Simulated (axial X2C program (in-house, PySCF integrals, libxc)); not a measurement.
**HfBr: cheaper levels and CCSD(T), 2c**

All values were computed with an axial X2C code built on PySCF integrals. Two-component (2c) means X2C with spin–orbit coupling and atomic mean-field two-electron Coulomb and Gaunt terms. Basis: Hf dyall-cv3z [13s14p9d7f4g], Br dyall-cv3z [8s9p6d4f1g] (cores contracted in-house); Gaussian nuclei, density fitting, unrestricted open shells. Masses: Hf 179.947 u, Br 78.918 u.

State: Ω = 3/2 (⟨Sz⟩ = -0.50, ⟨Lz⟩ = 2.00 at HF); fragments Hf + Br.

```tsv
level	Re (Å)	ωe (cm⁻¹)
PBE0	2.447	249.4
HF	2.538	231.7
CCSD	2.484	244.7
B3LYP	2.466	242.7
```

Correlated methods: 19 electrons correlated (number of frozen shells: Hf 4 s, 3 p, 2 d, 1 f; Br 3 s, 2 p, 1 d), 331 virtual spin orbitals or spinors in MP2, 110 natural virtuals in coupled cluster.

CCSD(T), same Hamiltonian and basis:

Re = 2.478 Å, ωe = 246.5 cm⁻¹; T1 = 0.033 (Lee–Taylor normalisation).

Task: Give the differences from CCSD(T) in the columns below.

Result: 

| level | ΔRe (Å) | Δωe (cm⁻¹) |
| --- | --- | --- |
| PBE0 | -0.031 | 2.9 |
| HF | 0.060 | -14.8 |
| CCSD | 0.006 | -1.8 |
| B3LYP | -0.012 | -3.8 |

One determinant describes the state; a PBE0 search over occupations chose it and may have missed a lower one. De is not given where an atomic determinant may have missed its ground term or J level, or where the truncated virtual space spoils (T). Density functionals use the spin component along the axis (collinear). Coupled cluster ran in a truncated set of natural virtual spinors; the MP2 energy of the rest was added. (T) has no such correction and the atoms are truncated less, which lowers De at CCSD(T) by a hundredth of an eV or more. PBE0 can misorder states that lie within some tenths of an eV, so this need not be the ground state of the molecule. The nearest other 2c determinant of the search, Ω = 1/2, lies 0.35 eV up at the distance of the search. The functionals have no current-density term, which raises determinants with orbital currents, atoms included. The determinant is spin-polarised beyond a pure state at some levels (its spin-free form has ⟨S²⟩ too high), which makes Re and μ there less reliable.
